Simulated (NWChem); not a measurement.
Molecule: C₂H₅ClSi₂; SMILES C1=C[Si@H](Cl)[SiH2]1

```xyz
10

Cl     0.2497    -2.2017     0.3370
Si    -0.1286    -0.4007    -0.6319
C     -1.5104     0.6415     0.0976
C     -0.8996     1.8086     0.4227
Si     0.9443     1.5561     0.0655
H     -0.2796    -0.7369    -2.0784
H     -2.5851     0.4595     0.2287
H     -1.4429     2.6767     0.8208
H      1.5656     2.5076    -0.9080
H      1.8055     1.4946     1.2856
```
Atoms are numbered in this order, from 1.

Computed with NWChem. The geometry was optimised at PBE0/def2-SVP. B3LYP is NWChem's, with the RPA form of VWN correlation. Vzz is the largest principal value of the second derivative of the potential at the nucleus (NWChem prints the opposite sign); η is the asymmetry. Non-relativistic.

For level Hartree-Fock/def2-SVP:

```yaml
Vzz Cl1 (a.u.): 1.948
```

### Question
How do the values read with level B3LYP/def2-SVP instead?

### Answer
| Property | Result |
|---|---|
| Vzz Cl1 (a.u.) | 2.028 |
